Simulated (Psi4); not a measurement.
Psi4 input (wB97X-D/6-311+G**):

```
memory 1500 MB

molecule {
0 1
C    -1.18435400    0.16935200    0.19993800
C     0.30797200    0.19384400    0.42277400
F     0.96245700   -0.39075400   -0.66767900
H    -1.54195200   -0.85550100    0.09361500
H    -1.69398700    0.62584100    1.05159400
H    -1.44953700    0.72679400   -0.69919600
H     0.59445900   -0.37365700    1.31119500
H     0.68719400    1.21413500    0.51562900
symmetry c1
no_reorient
no_com
}

set {
  basis 6-311+G**
  reference rks
  scf_type pk
  dft_radial_points 99
  dft_spherical_points 590
  e_convergence 1e-8
  d_convergence 1e-7
  maxiter 150
}

e = energy('wb97x-d')
print_out(f'\nFINAL {e:.10f} DIPOLE {variable("CURRENT DIPOLE")[0]:.6f} {variable("CURRENT DIPOLE")[1]:.6f} {variable("CURRENT DIPOLE")[2]:.6f}\n')
```

Output:

```
   => Loading Basis Set <=

    Name: 6-311+G**
    Role: ORBITAL
    Keyword: BASIS
    atoms 1-2 entry C          line   129 file 6-311pgss.gbs
    atoms 3   entry F          line   192 file 6-311pgss.gbs
    atoms 4-8 entry H          line    42 file 6-311pgss.gbs

   => WB97X-D: Empirical Dispersion <=

    Chai and Head-Gordon Dispersion Correction
    Chai, J.-D.; Head-Gordon, M. (2010), J. Chem. Phys., 132: 6615-6620

        s6 =       1.000000

         ---------------------------------------------------------
                                   SCF
               by Justin Turney, Rob Parrish, Andy Simmonett
                          and Daniel G. A. Smith
                              RKS Reference
         ---------------------------------------------------------

  ==> Geometry <==

    Molecular point group: c1
    Full point group: C1

    Geometry (in Angstrom), charge = 0, multiplicity = 1:

       Center              X                  Y                   Z               Mass
    ------------   -----------------  -----------------  -----------------  -----------------
         C           -1.184354000000     0.169352000000     0.199938000000    12.000000000000
         C            0.307972000000     0.193844000000     0.422774000000    12.000000000000
         F            0.962457000000    -0.390754000000    -0.667679000000    18.998403162730
         H           -1.541952000000    -0.855501000000     0.093615000000     1.007825032230
         H           -1.693987000000     0.625841000000     1.051594000000     1.007825032230
         H           -1.449537000000     0.726794000000    -0.699196000000     1.007825032230
         H            0.594459000000    -0.373657000000     1.311195000000     1.007825032230
         H            0.687194000000     1.214135000000     0.515629000000     1.007825032230

  Running in c1 symmetry.

  Rotational constants: A =      1.20920  B =      0.30796  C =      0.27046 [cm^-1]
  Rotational constants: A =  36251.00891  B =   9232.35889  C =   8108.32794 [MHz]
  Nuclear repulsion =   79.069906244028246

  Charge       = 0
  Multiplicity = 1
  Electrons    = 26
  Nalpha       = 13
  Nbeta        = 13

  ==> Algorithm <==

  SCF Algorithm Type is PK.
  DIIS enabled.
  MOM disabled.
  Fractional occupation disabled.
  Guess Type is SAD.
  Energy threshold   = 1.00e-08
  Density threshold  = 1.00e-07
  Integral threshold = 1.00e-12

  ==> Primary Basis <==

  Basis Set: 6-311+G**
    Blend: 6-311+G**
    Number of shells: 50
    Number of basis functions: 96
    Number of Cartesian functions: 99
    Spherical Harmonics?: true
    Max angular momentum: 2

  ==> DFT Potential <==

   => LibXC <=

    Version 7.1.2
    S. Lehtola, C. Steigemann, M. J. T. Oliveira, and M. A. L. Marques,  SoftwareX 7, 1–5 (2018) (10.1016/j.softx.2017.11.002)

   => Composite Functional: WB97X-D <=

    wB97X-D Hyb-GGA Exchange-Correlation Functional

    J.-D. Chai and M. Head-Gordon,  Phys. Chem. Chem. Phys. 10, 6615–6620 (2008) (10.1039/B810189B)

    Deriv               =              1
    GGA                 =           TRUE
    Meta                =          FALSE

    Exchange Hybrid     =           TRUE
    MP2 Hybrid          =          FALSE

   => Exchange-Correlation Functionals <=

    1.0000   wB97X-D range-separated functional

   => Exact (HF) Exchange <=

    0.7780            HF,LR [omega = 0.2000]
    0.2220               HF

   => LibXC Density Thresholds  <==

    XC_HYB_GGA_XC_WB97X_D:  1.00E-14

   => Molecular Quadrature <=

    Radial Scheme          =       TREUTLER
    Pruning Scheme         =           NONE
    Nuclear Scheme         =       TREUTLER

    Blocking Scheme        =         OCTREE
    BS radius alpha        =              1
    Pruning alpha          =              1
    Radial Points          =             99
    Spherical Points       =            590
    Total Points           =         447188
    Total Blocks           =           3158
    Max Points             =            256
    Max Functions          =             96
    Weights Tolerance      =       1.00E-15

  ==> Integral Setup <==

  Using in-core PK algorithm.
   Calculation information:
      Number of atoms:                   8
      Number of AO shells:              50
      Number of primitives:             87
      Number of atomic orbitals:        99
      Number of basis functions:        96

      Integral cutoff                 1.00e-12
      Number of threads:                 1

  Performing in-core PK
  Using 32524488 doubles for integral storage.
  We computed 790682 shell quartets total.
  Whereas there are 813450 unique shell quartets.

  Computing range-separated integrals for PK
  We computed 790682 wK shell quartets total.
  Whereas there are 813450 wK unique shell quartets.

  ==> DiskJK: Disk-Based J/K Matrices <==

    J tasked:                  Yes
    K tasked:                  Yes
    wK tasked:                 Yes
    Omega:               2.000E-01
    Schwarz Cutoff:          1E-12


  Cached 33.3% of DFT collocation blocks in 0.357 [GiB].

  Minimum eigenvalue in the overlap matrix is 1.6637885637E-04.
  Reciprocal condition number of the overlap matrix is 1.9571698636E-05.
    Using symmetric orthogonalization.

  ==> Pre-Iterations <==

  SCF Guess: Superposition of Atomic Densities via on-the-fly atomic UHF (no occupation information).

   -------------------------
    Irrep   Nso     Nmo
   -------------------------
     A         96      96
   -------------------------
    Total      96      96
   -------------------------

  ==> Iterations <==

                        Total Energy        Delta E     RMS |[F,P]|

   @RKS iter SAD:  -178.44715383588149   -1.78447e+02   0.00000e+00
   @RKS iter   1:  -178.90788663177463   -4.60733e-01   5.95389e-03 ADIIS/DIIS
   @RKS iter   2:  -178.98281016798421   -7.49235e-02   4.53282e-03 ADIIS/DIIS
   @RKS iter   3:  -179.06396913750794   -8.11590e-02   3.96566e-04 ADIIS/DIIS
   @RKS iter   4:  -179.06437624534959   -4.07108e-04   2.56090e-04 ADIIS/DIIS
   @RKS iter   5:  -179.06456949463225   -1.93249e-04   4.80876e-05 DIIS
   @RKS iter   6:  -179.06457943467768   -9.94005e-06   4.24698e-06 DIIS
   @RKS iter   7:  -179.06457962271986   -1.88042e-07   9.63181e-07 DIIS
   @RKS iter   8:  -179.06457963150783   -8.78796e-09   3.09502e-07 DIIS
   @RKS iter   9:  -179.06457963204858   -5.40751e-10   1.03747e-07 DIIS
   @RKS iter  10:  -179.06457963210192   -5.33475e-11   1.83893e-08 DIIS
  Energy and wave function converged.

  ==> Post-Iterations <==

   Electrons on quadrature grid:
      Ntotal   =   26.0000003046 ; deviation = 3.046e-07

    Orbital Energies [Eh]
    ---------------------

    Doubly Occupied:

       1A    -24.782862     2A    -10.360183     3A    -10.284296
       4A     -1.288598     5A     -0.869306     6A     -0.729675
       7A     -0.588787     8A     -0.587101     9A     -0.541861
      10A     -0.486416    11A     -0.481817    12A     -0.428403
      13A     -0.420361

    Virtual:

      14A      0.068492    15A      0.086733    16A      0.098405
      17A      0.103749    18A      0.125348    19A      0.133177
      20A      0.135209    21A      0.185307    22A      0.208743
      23A      0.226566    24A      0.245458    25A      0.246324
      26A      0.268773    27A      0.297698    28A      0.312763
      29A      0.371575    30A      0.385032    31A      0.403975
      32A      0.439524    33A      0.467903    34A      0.516313
      35A      0.538904    36A      0.553338    37A      0.602983
      38A      0.678129    39A      0.682115    40A      0.691639
      41A      0.703312    42A      0.749812    43A      0.781913
      44A      0.929148    45A      1.011016    46A      1.068539
      47A      1.084389    48A      1.319094    49A      1.370555
      50A      1.430479    51A      1.455188    52A      1.533903
      53A      1.543640    54A      1.596458    55A      1.599707
      56A      1.634482    57A      1.648785    58A      1.719041
      59A      1.724262    60A      1.797523    61A      1.810262
      62A      1.916619    63A      1.983233    64A      2.083702
      65A      2.088525    66A      2.153853    67A      2.241554
      68A      2.337267    69A      2.393554    70A      2.524772
      71A      2.535932    72A      2.579191    73A      2.642974
      74A      2.646837    75A      2.673168    76A      2.674133
      77A      2.723400    78A      2.836758    79A      2.900512
      80A      3.108211    81A      3.331076    82A      3.715940
      83A      3.871697    84A      3.880458    85A      3.912846
      86A      3.959921    87A      4.037700    88A      4.229899
      89A      4.368390    90A      4.916138    91A      6.440420
      92A      6.474916    93A      6.713584    94A     23.935319
      95A     24.084135    96A     66.939141

    Final Occupation by Irrep:
              A
    DOCC [    13 ]
    NA   [    13 ]
    NB   [    13 ]

  @RKS Final Energy:  -179.06457963210192

   => Energetics <=

    Nuclear Repulsion Energy =             79.0699062440282461
    One-Electron Energy =                -401.6990088205211578
    Two-Electron Energy =                 159.5837019268398080
    DFT Exchange-Correlation Energy =     -16.0172173816048726
    Empirical Dispersion Energy =          -0.0019616008439328
    VV10 Nonlocal Energy =                  0.0000000000000000
    Total Energy =                       -179.0645796321019247

Computation Completed

Properties will be evaluated at   0.000000,   0.000000,   0.000000 [a0]

Properties computed using the SCF density matrix

 Multipole Moments:

 ------------------------------------------------------------------------------------
     Multipole            Electronic (a.u.)      Nuclear  (a.u.)        Total (a.u.)
 ------------------------------------------------------------------------------------

 L = 1.  Multiply by 2.5417464519 to convert [e a0] to [Debye]
 Dipole X            :         -0.4731937           -0.0000038           -0.4731975
 Dipole Y            :          0.3383784            0.0000038            0.3383822
 Dipole Z            :          0.6201900           -0.0000038            0.6201862
 Magnitude           :                                                    0.8503231

 ------------------------------------------------------------------------------------

FINAL -179.0645796321 DIPOLE -0.473197 0.338382 0.620186

*** Psi4 exiting successfully. Buy a developer a beer!
```

The geometry given is a B3LYP-D3(BJ)/def2-TZVP minimum.
